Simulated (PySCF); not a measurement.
How methods differ on the excitation energy of Sb

Sb [Kr] 4d10 5s2 5p3 (4S) → Sb [Kr] 4d10 5s1 5p3 5d1 (6D), as a difference of total energies. Calculation: PySCF 2.14, in aug-cc-pwCVDZ-PP with ECP28MDF; scalar relativity through the core potential. Correlated levels: valence and next inner shell: nothing frozen outside the core potential. The calculations carry no spin-orbit coupling.

| method | excitation energy (eV) |
| --- | --- |
| UHF | 11.537 |
| MP2 (valence and next inner shell) | 13.569 |
| SCS-MP2 (valence and next inner shell) | 13.566 |
| CCSD (valence and next inner shell) | 13.338 |
| CCSD(T) (valence and next inner shell) | 13.406 |

How much does correlation contribute at CCSD(T) (valence and next inner shell)?

13.406 − (11.537) = 1.869 eV, measured against UHF.

The upper state lies above the first ionisation limit, but in LS coupling its spin forbids autoionisation to the ground ion; at this Z spin-orbit coupling breaks that rule.

The promoted electron is Rydberg-like, and one or two diffuse shells describe it only roughly, which tends to raise the upper state.
